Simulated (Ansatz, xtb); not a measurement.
System: CeO2 (charge 0, singlet). 
Structure (B3LYP-D3(BJ)/def2-TZVP (Ansatz, a first-principles code) minimum search):
```xyz
3

Ce     0.0301     0.1167     0.0631
O      1.1851    -0.1702    -1.3144
O     -1.4035    -0.6762     0.8568
```
Charge 0, spin multiplicity 1.

Harmonic wavenumbers from GFN2-xTB (xtb, at its own minimum), cm⁻¹: 84, 382, 394.

Question: Give the harmonic wavenumbers at B3LYP-D3(BJ)/def2-TZVP (Ansatz, finite differences of forces, unscaled).

Answer: 80, 792, 792 cm⁻¹. Zero-point energy 2.4 kcal/mol.

Question: From these and the geometry, give the ideal-gas thermochemistry at 298.15 K and 1 atm (rigid rotor, harmonic oscillator).

Answer: Point group C2v, rotational symmetry number 2. Rotational constants 48.97, 5.413, 4.874 GHz. S(trans) 41.34, S(rot) 21.66, S(vib) 4.33, S(elec, spin only) 0.00, S 67.3 cal/(mol K). H(298) - H(0) 2.96 kcal/mol; G - E(el) -14.7 kcal/mol.
